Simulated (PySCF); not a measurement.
BGeH3NO, BGeH2O2, BGeH3OSi, BClGeHO and others (calculated)

Computed with PySCF 2.14.0. Calculation on a computer-drawn molecule: the log of a Hartree-Fock and frozen-core CCSD(T) single point meant for a local Hartree-Fock minimum, with one planted fault or none, to be diagnosed. Offsets are logged minus clean, where the clean run is the same molecule without the fault. The reference is restricted for singlets and unrestricted otherwise, and also for a bond in bohr or an excited solution. Adding or removing an electron swaps singlet and doublet. The excited solution moves the top pair (singlet) or top alpha electron (doublet) to the lowest empty orbital. Highest occupied and lowest empty are orbital energies over both spins, largest force is the largest gradient component, triples share is (T) over the correlation energy, the T1 limit is 0.02 restricted and 0.045 unrestricted, electrons count all cores, a negative frequency is imaginary (commonest isotopes), and the dipole is about the centre of nuclear charge; on germanium a core potential holds 10 electrons, which the energies leave out, and 3d is frozen in MP2 and coupled-cluster steps.

Common to all runs: meant multiplicity 1; logged SCF converged yes; possible faults no fault, one electron removed, one electron added, multiplicity raised by two, geometry at a saddle point, SCF held on an excited solution, minimal basis STO-3G, one bond length entered in bohr, all coordinates scaled.

(1) 
```xyz
7
formula=BGeH3NO meant_charge=-1 meant_basis=aug-cc-pVDZ meant_basis_and_core_potential_on_germanium=aug-cc-pVDZ-PP_ECP10MDF logged_electrons=56 logged_basis_functions=128 logged_spin_squared=0 logged_highest_occupied=0.27799 logged_lowest_empty=-1.1589 logged_largest_force=0.09001 logged_CC_converged=no logged_dipole_magnitude=11.318 logged_SCF_stable_within_its_kind=no logged_energy_HF=-448.89098 planted_fault=SCF_held_on_an_excited_solution HF_energy_offset_from_clean_run=226.2
O     -2.9044     0.0534     0.5194
B     -1.8056    -0.3855     0.2251
N     -0.5832    -0.8823    -0.0950
Ge     0.7882    -0.2554    -1.4497
H     -0.2945    -1.6926     0.4116
H     -0.2446    -0.0791    -2.6612
H      0.7382     1.2901    -1.0326
```

Units: logged_highest_occupied, logged_lowest_empty in eV; logged_largest_force in hartree/bohr; logged_dipole_magnitude in debye; logged_energy_HF in hartree; HF_energy_offset_from_clean_run in kcal/mol.

Drawn bonds:
| atom | other atom | order |
| --- | --- | --- |
| 1 | 2 | 2 |
| 2 | 3 | 1 |
| 3 | 4 | 1 |
| 3 | 5 | 1 |
| 4 | 6 | 1 |
| 4 | 7 | 1 |

Notes: CCSD not converged; highest electron not bound in this basis.

(2) 
```xyz
6
formula=BGeH2O2 meant_charge=1 meant_basis=cc-pVDZ meant_basis_and_core_potential_on_germanium=cc-pVDZ-PP_ECP10MDF logged_electrons=54 logged_basis_functions=75 logged_spin_squared=2.0295 logged_highest_occupied=-12.299 logged_lowest_empty=-8.7355 logged_largest_force=0.25348 logged_T1_diagnostic=0.038755 logged_D1_diagnostic=0.22308 logged_triples_share=0.029421 logged_CC_converged=yes logged_dipole_magnitude=4.6428 logged_SCF_stable_within_its_kind=yes logged_energy_HF=-468.61642 logged_energy_CCSD(T)=-469.12086 planted_fault=multiplicity_raised_by_two HF_energy_offset_from_clean_run=80.45 CCSD(T)_energy_offset_from_clean_run=106.2
O      0.5897     1.1936     0.9464
B     -0.3465     0.4794     1.0446
O     -1.4050    -0.3418     1.1102
Ge    -2.3317    -1.3772     0.1152
H     -3.4469    -2.0349     0.8758
H     -1.9141    -1.4790    -1.3280
```

Units: logged_highest_occupied, logged_lowest_empty in eV; logged_largest_force in hartree/bohr; logged_dipole_magnitude in debye; logged_energy_HF, logged_energy_CCSD(T) in hartree; HF_energy_offset_from_clean_run, CCSD(T)_energy_offset_from_clean_run in kcal/mol.

Drawn bonds:
| atom | other atom | order |
| --- | --- | --- |
| 1 | 2 | 2 |
| 2 | 3 | 1 |
| 3 | 4 | 1 |
| 4 | 5 | 1 |
| 4 | 6 | 1 |

(3) 
```xyz
7
formula=BGeH3OSi meant_charge=0 meant_basis=cc-pV(D+d)Z meant_basis_and_core_potential_on_germanium=cc-pVDZ-PP_ECP10MDF logged_electrons=63 logged_basis_functions=89 logged_spin_squared=0.7622 logged_highest_occupied=-2.1 logged_lowest_empty=6.3134 logged_largest_force=0.021292 logged_T1_diagnostic=0.018892 logged_D1_diagnostic=0.050837 logged_triples_share=0.033159 logged_CC_converged=yes logged_dipole_magnitude=1.9411 logged_SCF_stable_within_its_kind=yes logged_energy_HF=-683.68129 logged_energy_CCSD(T)=-684.17947 planted_fault=one_electron_added HF_energy_offset_from_clean_run=-30.14 CCSD(T)_energy_offset_from_clean_run=-34.78
O      1.9225    -0.1102    -1.3120
B      1.2092     0.5246    -0.6054
Si    -0.0731     1.5339     0.5830
Ge    -2.3413     0.5184     0.3517
H     -0.0577     2.9472     0.1340
H      0.4748     1.4613     1.9570
H     -2.3726     0.9285    -1.1754
```

Units: logged_highest_occupied, logged_lowest_empty in eV; logged_largest_force in hartree/bohr; logged_dipole_magnitude in debye; logged_energy_HF, logged_energy_CCSD(T) in hartree; HF_energy_offset_from_clean_run, CCSD(T)_energy_offset_from_clean_run in kcal/mol.

Drawn bonds:
| atom | other atom | order |
| --- | --- | --- |
| 1 | 2 | 2 |
| 2 | 3 | 1 |
| 3 | 4 | 1 |
| 3 | 5 | 1 |
| 3 | 6 | 1 |
| 4 | 7 | 1 |

(4) 
```xyz
5
formula=BClGeHO meant_charge=-1 meant_basis=aug-cc-pV(D+d)Z meant_basis_and_core_potential_on_germanium=aug-cc-pVDZ-PP_ECP10MDF logged_electrons=64 logged_basis_functions=119 logged_spin_squared=2.0115 logged_highest_occupied=-0.82532 logged_lowest_empty=3.2772 logged_largest_force=0.051195 logged_T1_diagnostic=0.023933 logged_D1_diagnostic=0.083462 logged_triples_share=0.038334 logged_CC_converged=yes logged_dipole_magnitude=2.8747 logged_SCF_stable_within_its_kind=yes logged_energy_HF=-853.07102 logged_energy_CCSD(T)=-853.63435 planted_fault=multiplicity_raised_by_two HF_energy_offset_from_clean_run=63.12 CCSD(T)_energy_offset_from_clean_run=68.97
O     -2.7287    -0.2983    -1.1168
B     -2.2888     0.7465    -0.7103
Ge    -1.6918     2.7121    -0.0692
Cl     0.6191     2.3860    -0.5714
H     -1.5624     2.2319     1.4414
```

Units: logged_highest_occupied, logged_lowest_empty in eV; logged_largest_force in hartree/bohr; logged_dipole_magnitude in debye; logged_energy_HF, logged_energy_CCSD(T) in hartree; HF_energy_offset_from_clean_run, CCSD(T)_energy_offset_from_clean_run in kcal/mol.

Drawn bonds:
| atom | other atom | order |
| --- | --- | --- |
| 1 | 2 | 2 |
| 2 | 3 | 1 |
| 3 | 4 | 1 |
| 3 | 5 | 1 |

(5) 
```xyz
5
formula=BGeH2O meant_charge=1 meant_basis=cc-pVDZ meant_basis_and_core_potential_on_germanium=cc-pVDZ-PP_ECP10MDF logged_electrons=46 logged_basis_functions=61 logged_spin_squared=0 logged_highest_occupied=-19.46 logged_lowest_empty=-7.3414 logged_largest_force=0.038117 logged_T1_diagnostic=0.021585 logged_D1_diagnostic=0.058141 logged_triples_share=0.033188 logged_CC_converged=yes logged_dipole_magnitude=5.5546 logged_SCF_stable_within_its_kind=yes logged_energy_HF=-393.81205 logged_energy_CCSD(T)=-394.17627 planted_fault=all_coordinates_scaled,by_-1.5_% HF_energy_offset_from_clean_run=0.8294 CCSD(T)_energy_offset_from_clean_run=2.593
O     -2.1225    -1.4653    -3.3308
B     -1.7551    -1.4877    -2.2366
Ge    -1.1145    -1.5267    -0.3267
H      0.3250    -1.7591    -0.0365
H     -2.0852    -1.3229     0.7807
```

Units: logged_highest_occupied, logged_lowest_empty in eV; logged_largest_force in hartree/bohr; logged_dipole_magnitude in debye; logged_energy_HF, logged_energy_CCSD(T) in hartree; HF_energy_offset_from_clean_run, CCSD(T)_energy_offset_from_clean_run in kcal/mol.

Drawn bonds:
| atom | other atom | order |
| --- | --- | --- |
| 1 | 2 | 2 |
| 2 | 3 | 1 |
| 3 | 4 | 1 |
| 3 | 5 | 1 |

Notes: T1 above single-reference limit.

(6) 
```xyz
7
formula=AlBGeH3O meant_charge=1 meant_basis=cc-pV(D+d)Z meant_basis_and_core_potential_on_germanium=cc-pVDZ-PP_ECP10MDF logged_electrons=60 logged_basis_functions=89 logged_spin_squared=0 logged_highest_occupied=-16.407 logged_lowest_empty=-5.0178 logged_largest_force=0.027336 logged_T1_diagnostic=0.019217 logged_D1_diagnostic=0.048104 logged_triples_share=0.032472 logged_CC_converged=yes logged_dipole_magnitude=8.7836 logged_SCF_stable_within_its_kind=yes logged_energy_HF=-636.37115 logged_energy_CCSD(T)=-636.81165 planted_fault=all_coordinates_scaled,by_-1.4_% HF_energy_offset_from_clean_run=0.9068 CCSD(T)_energy_offset_from_clean_run=2.435
O     -2.7952    -1.5725     0.8308
B     -2.2452    -1.0400    -0.0440
Ge    -1.0973    -0.1269    -1.4308
Al     1.1479    -0.0479    -0.3131
H     -0.8917    -0.9428    -2.6667
H     -1.4684     1.3019    -1.6677
H      2.5224     0.0060     0.3610
```

Units: logged_highest_occupied, logged_lowest_empty in eV; logged_largest_force in hartree/bohr; logged_dipole_magnitude in debye; logged_energy_HF, logged_energy_CCSD(T) in hartree; HF_energy_offset_from_clean_run, CCSD(T)_energy_offset_from_clean_run in kcal/mol.

Drawn bonds:
| atom | other atom | order |
| --- | --- | --- |
| 1 | 2 | 2 |
| 2 | 3 | 1 |
| 3 | 4 | 1 |
| 3 | 5 | 1 |
| 3 | 6 | 1 |
| 4 | 7 | 1 |
